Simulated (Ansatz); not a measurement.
A structure relaxed at PBE0-D4/def2-TZVP in Ansatz, charge 1, doublet:

```xyz
5

Pt    0.267   -1.282   -0.360
Pt   -1.036    0.784    0.397
Pt    1.428    0.926   -0.068
H    -1.283    1.179   -1.033
H     0.624   -1.607    1.065
```

Give its formula and point group.

the cluster Pt₃H₂⁺ (the lowest doublet isomer of a short search). Point group C2 (tolerance 0.1 Å).

Summarise the bond lengths by kind (pairs closer than 1.2 times the sum of covalent radii, bridged metal pairs left out).

3 × Pt–Pt 2.51 to 2.56 Å; 2 × H–Pt 1.50 Å.

In the def2 sets Pt takes a core potential; there is no spin–orbit coupling. The structure comes from a short search, and lower isomers may exist.
